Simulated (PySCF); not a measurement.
# Name the molecule from its bond curve

A diatomic of charge +1 contains Sr. Its singlet curve at CAM-B3LYP in a double-zeta basis (scalar-relativistic core potentials, PySCF), in eV from the separated fragments:

R (Å), E (eV) and a bar:
```
    3.118     -0.913 #########################
    3.263     -1.065 ###########
    3.408     -1.148 ###
    3.517     -1.177 #
    3.626     -1.184 
    3.735     -1.174 #
    3.880     -1.141 ####
    4.061     -1.080 #########
    4.279     -0.988 ##################
    4.569     -0.855 ##############################
```

The fit gives ωe = 101 cm⁻¹ and the rotational constant Bₑ = 0.03346 cm⁻¹.

Task: Which atom is the partner?

Result: The minimum lies at 3.611 Å, so the reduced mass is 16.8576 u Å² cm⁻¹/(Bₑ·Re²) = 38.64 u. With Sr at 87.91 u the partner weighs about 68.9 u: Ga. The molecule is SrGa⁺.

Closed-shell solutions of metal pairs were not tested for spin polarisation, which can lower them a little.
